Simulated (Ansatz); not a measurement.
A calculation with Ansatz (development build ahead of 0.2.0).

```yaml
crystal:
  periodic: [false, false, false]
  atoms:
    - { symbol: Sc, position_ang: [0.0, 0.0, 0.0] }
    - { symbol: F, position_ang: [1.67636, 0.0, 0.0] }
    - { symbol: F, position_ang: [-0.83818, 1.45177, 0.0] }
    - { symbol: F, position_ang: [-0.83818, -1.45177, 0.0] }
basis:
  gaussian: { orbitals: def2-TZVP }
hamiltonian:
  xc: hf
correlation:
  method: mp2
  frozen_orbitals: { F: 1, Sc: 5 }
```

The input is written out in the form of the current development build from the run's settings.

Results

```
Converged                       : yes
Reference energy                : -1058.41795 hartree
Correlation energy              : -1.04123 hartree
Total energy                    : -1059.45918 hartree
Spin squared of the determinant : 0.000
```

Caution: no unrestricted run beside it, a lower state can exist.
